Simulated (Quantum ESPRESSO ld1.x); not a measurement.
Values are calculated unless marked as measured or tabulated.
Problem. The table gives one normalised radial function P(r) = r R(r) of Os26+ in [Kr] 4d10 4f4 (r in bohr). Level of theory: scalar-relativistic Kohn-Sham, PBEsol, spin-unpolarised, spherical densities, point nucleus (ld1.x of Quantum ESPRESSO 7.5).

r              P
0.00214    0.0002
0.002787   0.0004
0.003629   0.0008
0.004726   0.0015
0.006104   0.0031
0.007949   0.0062
0.01035    0.0124
0.01348    0.0245
0.01755    0.0474
0.02267    0.0878
0.02952    0.1600
0.03844    0.2781
0.05005    0.4538
0.06465    0.6737
0.08419    0.9047
0.1096     1.0297
0.1427     0.8870
0.1844     0.3744
0.2401    -0.4770
0.3126    -1.3191
0.4071    -1.7001
0.5259    -1.4553
0.6847    -0.8405
0.8916    -0.3096
1.161     -0.0653
1.5       -0.0073
1.953     -0.0003
2.543     0.0000

Which n and l does it have? It may be an empty orbital.

Solution. n = 4, l = 2: the number of nodes gives n - l - 1 = 1, the rise at small r (about r^(l+1), flatter next to the nucleus through relativity) gives l, and the extent must fit the shell. The curve is that of 4d. 4d: eigenvalue -1040.0 eV, 1 radial node at r = 0.209 bohr, <r> = 0.445 bohr, 90 % of the charge inside 0.653 bohr.
